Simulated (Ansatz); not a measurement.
`[SeH][InH2]` + H₂S → `[SH][InH2]` + H₂Se at 700 K and 1 bar (ligand exchange at the In–Se bond).

Calculated with Ansatz (gas phase, PBE0-D4/def2-TZVP geometries, no zero-point term in ΔE). CBS: MP2 limit from def2 TZ/QZ plus the TZ coupled-cluster correction, frozen cores. This one scheme is used for every species. Elements past krypton have def2 core potentials. For In, Se outer-core shells are correlated without core-valence functions, which leaves a few kJ/mol of doubt a bond. Scalar relativity is left out up to krypton.

```csv
species,CCSD(T)/CBS energy (Eh),H − E (kJ/mol),S (J/(mol·K))
`[SeH][InH2]`,-2592.33228,98.7,369.7
H₂S,-398.97279,64.8,236.9
`[SH][InH2]`,-589.39884,100.6,355.5
H₂Se,-2401.89790,61.1,251.1
```

H − E and S are ideal-gas, rigid-rotor, harmonic terms from PBE0-D4/def2-TZVP. 1 Eh = 2625.50 kJ/mol, R = 8.31446 J/(mol·K).

By hand: ΔE, ΔH, ΔS and ΔG.

ΔE = (-589.39884) + (-2401.89790) − (-2592.33228) − (-398.97279) = 0.00833 Eh = 21.9 kJ/mol. Δ(H − E) = 100.6 + 61.1 − 98.7 − 64.8 = -1.8, so ΔH = 20.1 kJ/mol. ΔS = 355.5 + 251.1 − 369.7 − 236.9 = 0.0 J/(mol·K). ΔG = 20.1 − 700 × (0.0)/1000 = 20.1 kJ/mol.

By hand: the equilibrium constant, and the temperature at which ΔG would vanish if ΔH and ΔS stayed fixed.

log₁₀ K = −ΔG/(RT ln 10) = -1.5. With ΔH or ΔS at zero there is no such temperature.

The number of gas molecules stays the same, so ΔS is small and ΔH decides. A doubt of 5 kJ/mol in ΔE shifts log₁₀ K by 0.4 here. These are equilibria of isolated gas molecules and say nothing of rates. Largest T1 diagnostic: 0.014 (customary marks: 0.02 for closed shells, 0.045 for open ones).

ΔS is within the doubt of such terms, so its sign, and with it that verdict, could turn.
